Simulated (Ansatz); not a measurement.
Molecule: C$_{4}$H$_{12}$BN (charge 0, singlet). 
Structure (B3LYP-D3(BJ)/def2-TZVP (Ansatz, a program for electronic structure) minimum search):
```xyz
18

C     -1.4909    -1.4864     0.5435
C     -1.5372    -0.1432    -0.1989
B     -0.1525     0.6164    -0.3154
N     -0.1036     1.9903    -0.0459
C      1.1878    -0.1274    -0.7246
C      1.9891    -0.5975     0.5050
H     -0.7709    -2.1686     0.0869
H     -1.1964    -1.3537     1.5871
H     -2.4627    -1.9846     0.5385
H     -2.3045     0.4971     0.2510
H     -1.8789    -0.3295    -1.2267
H      0.7322     2.5440    -0.1414
H     -0.9031     2.5211     0.2586
H      0.9699    -0.9945    -1.3559
H      1.8240     0.5332    -1.3245
H      2.2654     0.2463     1.1413
H      1.4100    -1.2896     1.1191
H      2.9098    -1.1081     0.2141
```
Charge 0, spin multiplicity 1.

Basis-set convergence of Hartree-Fock and MP2 correlation energies (hartree) with Ansatz. Valence correlation only, unless marked. No spin-orbit coupling. Non-relativistic.

```
basis        functions       E(HF)  E(corr, MP2)
-----------  ---------  ----------  ------------
aug-cc-pVDZ        246  -237.68064      -0.87326
aug-cc-pVTZ        552         ___           ___
```

Question: Complete the blanks.

Answer: 
- aug-cc-pVTZ, E(HF): -237.74007
- aug-cc-pVTZ, E(corr, MP2): -1.04386
